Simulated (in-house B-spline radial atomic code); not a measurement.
# Binding energies in Al⁵⁺

NIST's tabulated ground configuration is [He] 2s2 2p4; each binding energy is the energy of the ion with one electron taken from that subshell, relaxed, less that of the parent. Method: Dirac-Hartree-Fock, average of configuration, Fermi nucleus of rms radius 3.061 fm. Calculated with an all-electron radial atomic-structure program (B-spline basis). Energies include first-order Breit, QED and recoil terms.

```
subshell  X-ray name  binding energy (eV)  -ε (eV)  relaxation (eV)
      1s           K               1706.2   1722.9             15.6
      2s          L1                232.5    234.3              1.7
      2p        L2,3                194.2    196.3              2.1
```

Relaxation = -ε minus the binding energy without Breit, QED and recoil terms.

(1) What does it cost to remove two 2s electrons?

(2) What does it cost to remove two 2p electrons?

(3) What does it cost to remove both a 2s and a 2p electron?

## Answers

(1) 505.21 eV, which is 40.13 eV more than the two single binding energies together.

(2) 430.74 eV, which is 42.36 eV more than the two single binding energies together.

(3) 463.82 eV, which is 37.09 eV more than the two single binding energies together.
